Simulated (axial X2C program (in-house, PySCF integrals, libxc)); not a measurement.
# CsGe: cheaper levels and CCSD(T), two-component

All values were computed with an axial X2C code built on PySCF integrals. Two-component (2c) means X2C with spin–orbit coupling and atomic mean-field two-electron Coulomb and Gaunt terms. Basis: Cs dyall-cv3z [15s15p9d4f1g], Ge dyall-cv3z [9s9p7d4f1g] (cores contracted in-house); Gaussian nuclei, density fitting, unrestricted open shells. Masses: Cs 132.905 u, Ge 73.921 u.

State: Ω = 3/2 (⟨Sz⟩ = 1.50, ⟨Lz⟩ = 0.00 at HF); fragments Cs + Ge.

```
level  Re (Å)  ωe (cm⁻¹)
 PBE0   3.294      112.8
   HF   3.473      104.4
  MP2   3.342      114.0
 CCSD   3.367      112.0
TPSSh   3.301      111.4
```

Correlated methods: 13 electrons correlated (number of frozen shells: Cs 4 s, 3 p, 2 d; Ge 3 s, 2 p, 1 d), 333 virtual spin orbitals or spinors in MP2, 90 natural virtuals in coupled cluster.

CCSD(T), same Hamiltonian and basis:

Re = 3.356 Å, ωe = 112.8 cm⁻¹; T1 = 0.008 (Lee–Taylor normalisation).

Task: Give the differences from CCSD(T) in the columns below.

Result: 

```
level  ΔRe (Å)  Δωe (cm⁻¹)
 PBE0   -0.062         0.0
   HF    0.117        -8.4
  MP2   -0.014         1.2
 CCSD    0.011        -0.8
TPSSh   -0.055        -1.4
```

One determinant describes the state; a PBE0 search over occupations chose it and may have missed a lower one. De is not given where an atomic determinant may have missed its ground term or J level, or where the truncated virtual space spoils (T). Density functionals use the spin component along the axis (collinear). CCSD and (T) use frozen natural virtuals with an MP2 correction for the truncation; (T) itself is uncorrected, so its De runs slightly low. PBE0 can misorder states that lie within some tenths of an eV, so this need not be the ground state of the molecule. The nearest other 2c determinant of the search, Ω = 1/2, lies 0.51 eV up at the distance of the search. Without a current term, density functionals place determinants with orbital angular momentum somewhat too high. With several unpaired electrons one determinant need not be a pure state. This is the top spin component of a Σ state; components of lower Ω are not single determinants and can lie lower. With the outer-core shells frozen, correlated bond lengths of heavy atoms tend to come out a few hundredths of an ångström too long.
